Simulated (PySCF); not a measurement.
# Polarisability and C₆ of S²⁺ (sulfur, charge +2)

[Ne] 3s1 3p3, high-spin 5S determinant (an excited configuration). Computed with PySCF 2.14 in aug-cc-pwCVQZ (10s9p7d5f3g, 134 functions), with no relativity, point nucleus. Coupled (time-dependent) response in atomic units; α is the mean over directions.

```
method  mean α (bohr³)  C₆ (like pair)  S(−4)
PBEsol           6.486           22.21  14.04
```

S(−4) is the Cauchy moment in α(ω) = α(0) + S(−4) ω² + …

α(iu) at PBEsol:

```json
{"u (hartree)": "0", "α(iu) (bohr³)": "6.486"}
{"u (hartree)": "0.0500", "α(iu) (bohr³)": "6.452"}
{"u (hartree)": "0.100", "α(iu) (bohr³)": "6.349"}
{"u (hartree)": "0.200", "α(iu) (bohr³)": "5.971"}
{"u (hartree)": "0.300", "α(iu) (bohr³)": "5.436"}
{"u (hartree)": "0.500", "α(iu) (bohr³)": "4.239"}
{"u (hartree)": "0.750", "α(iu) (bohr³)": "2.993"}
{"u (hartree)": "1.00", "α(iu) (bohr³)": "2.145"}
{"u (hartree)": "1.50", "α(iu) (bohr³)": "1.225"}
{"u (hartree)": "2.00", "α(iu) (bohr³)": "0.7928"}
{"u (hartree)": "3.00", "α(iu) (bohr³)": "0.4246"}
{"u (hartree)": "5.00", "α(iu) (bohr³)": "0.1978"}
```

A single London oscillator, α(iu) = α/(1 + u²/ω²), gives C₆ = (3/4) ω α². Matching the computed C₆ needs ω = 4 × 22.21 / (3 × 6.486²) = 0.704 hartree.

For an ion, C₆ is the dispersion term alone; charge-induced terms of lower order in 1/R come first.
